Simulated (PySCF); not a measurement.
## Electronic structure of O (oxygen, neutral) at the UHF level

Configuration: [He] 2s1 2p5, high-spin 3P determinant (an excited configuration). Computed with PySCF 2.14 in aug-cc-pVQZ with one added diffuse shell each of s, p, d, f, g type (7s6p5d4f3g, 105 functions), with the non-relativistic Hamiltonian (point nucleus).

```
Total energy                                                  : -74.198275 hartree
One-electron energy                                           : -102.4056 hartree
Hartree (Coulomb) energy                                      : 36.2586 hartree
Exchange energy                                               : -8.0512 hartree
Kinetic energy                                                : 74.19581 hartree
⟨S²⟩                                                          : 2.0420
⟨L²⟩                                                          : 2.007
Sum of ⟨r⟩                                                    : 7.811 bohr
Sum of ⟨r²⟩                                                   : 12.11 bohr²
Traceless quadrupole moment −½Σ⟨3z² − r²⟩ along its main axis : 1.00 e·bohr²
Density at the nucleus (Gaussians lack the cusp)              : 299 bohr⁻³
Spin density at the nucleus                                   : 8.47 bohr⁻³
Langevin diamagnetic susceptibility                           : -9.59 ×10⁻⁶ cm³/mol
```

```
shell  electrons  mean orbital energy (eV)  spread (eV)  rms radius, mean of both spins (bohr)
 1s α          1                   -565.59            0                                  0.231
 1s β          1                   -561.89            0                                  0.231
 2s α          1                   -40.169            0                                   1.21
 2p α          3                   -19.851        2.433                                   1.45
 2p β          2                   -12.138            0                                   1.45
```

Spin-orbit constants ζ (cm⁻¹) from the X2C one-electron operator on these orbitals (non-relativistic here): bare nucleus, nucleus screened by l(l+1)(2l+1)/3 electrons, and screened by the Breit-Pauli mean field of the electrons.

```
shell   bare  screened nucleus  mean field
   2p  248.4             186.3       160.4
```

To first order the Landé constant is A = -80.18 cm⁻¹, so the lowest level has J = 2 and lies 0.00994 eV below the centre of the term. This holds in LS coupling only.
